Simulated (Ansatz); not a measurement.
Basis sets compared for the cluster HfAl₆. The state is a singlet with charge 0. Geometry r2SCAN-D4/def2-SVP. Ansatz on 4 threads of Arm Neoverse V1 on a shared host; times are rough, and most runs start from earlier orbitals.

```csv
atom,x (Å),y (Å),z (Å)
Hf1,-0.733,-1.752,0.166
Al2,0.643,1.938,-0.905
Al3,1.545,-0.047,0.469
Al4,-1.545,0.357,-1.415
Al5,0.708,-0.623,-1.899
Al6,0.204,-0.854,2.599
Al7,-0.823,0.980,0.984
```

In the def2 sets Hf takes a core potential; there is no spin–orbit coupling. The structure comes from a short search, and lower isomers may exist.

Binding counts from free atoms (Hf triplet, Al doublet) in the same basis, without a counterpoise term.

| level | functions | energy (Eh) | HOMO (eV) | LUMO (eV) | binding per atom (eV) | wall time |
| --- | --- | --- | --- | --- | --- | --- |
| PBE-D4/def2-SVP | 140 | -1501.3457 | -4.55 | -3.82 | 2.45 | 3.5 s |
| PBE-D4/def2-TZVP | 262 | -1501.8743 | -4.43 | -3.70 | 2.48 | 6 s |
| r2SCAN-D4/def2-TZVP (with forces) | 262 | -1502.4817 | -4.54 | -3.69 | 2.44 | 17 s |
| PBE0-D4/def2-SVP | 140 | -1501.4137 | -5.16 | -3.28 | 2.29 | 5.5 s |
| PBE0-D4/def2-TZVP | 262 | -1501.9375 | -5.03 | -3.12 | 2.34 | 14 s |

(1) Estimate the rows for PBE-D4/def2-TZVPD, r2SCAN-D4/def2-TZVPD, PBE0-D4/def2-TZVPD.

## Answers

(1) 
| level | functions | energy (Eh) | HOMO (eV) | LUMO (eV) | binding per atom (eV) | wall time |
| --- | --- | --- | --- | --- | --- | --- |
| PBE-D4/def2-TZVPD | 301 | -1501.8752 | -4.43 | -3.71 | 2.48 | 10 s |
| r2SCAN-D4/def2-TZVPD | 301 | -1502.4827 | -4.53 | -3.69 | 2.44 | 20 s |
| PBE0-D4/def2-TZVPD | 301 | -1501.9385 | -5.03 | -3.12 | 2.34 | 16 s |
